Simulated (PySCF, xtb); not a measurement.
C₂H₉FSi₂, SMILES C[C@H]([SiH3])[SiH2]F.

GFN2-xTB (xtb) at its own geometry gives an orbital gap of 5.36 eV and a dipole moment of 1.66 D.

Geometry: PBE0-D3(BJ)/def2-SVP. The structure was generated by enumeration; whether it is a known compound was not checked. One conformer was computed; it need not be the lowest.

Problem. What does r2SCAN/def2-TZVP (PySCF) give? (An estimate is asked for; the answer gives what the named calculation found.)

Solution. gap 6.89 eV (levels -7.48 and -0.59 eV), dipole 1.21 D.
